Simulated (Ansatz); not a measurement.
This geometry of a periodic cell of 17 atoms, Nb₁₆Pd (surface Nb(100), adsorbate Pd) is a first-order saddle point. Atoms 1 to 4 are held.

Method: Ansatz, DFT LDA, scalar-relativistic, plane waves, PAW. Settings: cutoff 420 eV, k mesh 3x3x1, gaussian smearing 0.05 eV, no spin polarisation.

```xyz
17
Lattice="6.6000 0.0000 0.0000 0.0000 6.6000 0.0000 0.0000 0.0000 16.9500" Properties=species:S:1:pos:R:3
Nb 1.650 1.650 1.000
Nb 4.950 1.650 1.000
Nb 1.650 4.950 1.000
Nb 4.950 4.950 1.000
Nb 0.007 -0.003 2.366
Nb 3.291 -0.007 2.371
Nb 0.004 3.317 2.384
Nb 3.296 3.286 2.390
Nb 1.623 1.669 4.033
Nb 4.988 1.636 4.000
Nb 1.671 4.925 4.037
Nb 4.913 4.955 4.022
Nb -0.014 -0.059 5.507
Nb 3.298 0.085 5.515
Nb -0.074 3.477 5.470
Nb 3.376 3.040 5.493
Pd 4.952 6.601 7.379
```

Question: Which two structures does it join? (They come from a converged band through this point; their orientation in space is the band's.)

Answer: The atom that moves furthest is Pd17, by 3.30 Å; four of its nearest neighbours are Nb13 2.67, Nb16 2.67, Nb14 2.67, Nb15 2.67 Å at the first end and Nb15 2.67, Nb14 2.67, Nb16 2.67, Nb13 2.67 Å at the last.

First end point:

```xyz
17
Lattice="6.6000 0.0000 0.0000 0.0000 6.6000 0.0000 0.0000 0.0000 16.9500" Properties=species:S:1:pos:R:3
Nb 1.650 1.650 1.000
Nb 4.950 1.650 1.000
Nb 1.650 4.950 1.000
Nb 4.950 4.950 1.000
Nb 0.007 0.012 2.376
Nb 3.288 0.012 2.375
Nb 0.007 3.293 2.376
Nb 3.288 3.293 2.376
Nb 1.644 1.655 4.047
Nb 4.947 1.653 4.069
Nb 1.647 4.953 4.069
Nb 4.942 4.957 3.958
Nb -0.023 -0.020 5.478
Nb 3.306 -0.007 5.482
Nb -0.032 3.332 5.474
Nb 3.318 3.321 5.478
Pd 4.938 4.961 6.829
```

Last end point:

Only the atoms that move by more than 0.05 Å are listed.
```
Nb10 4.942 1.657 3.958
Nb12 4.947 4.953 4.069
Nb13 -0.032 0.032 5.474
Nb15 -0.023 3.280 5.478
Pd17 4.938 8.261 6.829
```

Question: How far does it lie above each of them?

Answer: 1.35 eV above the first and 1.35 eV above the second. This is the barrier of this one path; another mechanism may lie lower. Limits of this set-up: coarse k mesh, thin slab, slab without dipole correction, a typed lattice constant that wasn't relaxed here.

The run took 17 min on 4 threads of AMD EPYC 9R45 (Zen 5), with other jobs on the host, peak memory 4.5 GiB.
